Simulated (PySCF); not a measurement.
# From a computed spectrum to the compound

A species of 4 atoms with charge 2 has these harmonic modes (PBE0, small Gaussian bases with core potentials, PySCF 2.14.0):

```
cm⁻¹  km/mol  symmetry
 661    21.7        b2
 681     2.7        a1
 690   285.0        b1
1468    65.2        a1
3344   568.6        a1
3438   285.5        b2
```

Task: Which species is it, and in which structure?

Result: [Bi(NH2)]2+ (singlet):
```xyz
4

Bi    0.0000    0.0000   -0.1491
N     0.0000    0.0000    1.8702
H     0.8517    0.0000    2.4649
H    -0.8517    0.0000    2.4649
```
Ideal gas at 298.15 K and 1 bar: S = 259.9 J/(mol K), Cp = 44.6 J/(mol K), H − H(0 K) = 10.9 kJ/mol (rigid rotor, harmonic modes, spin degeneracy alone). 
 Other answers can fit too; this one was computed.
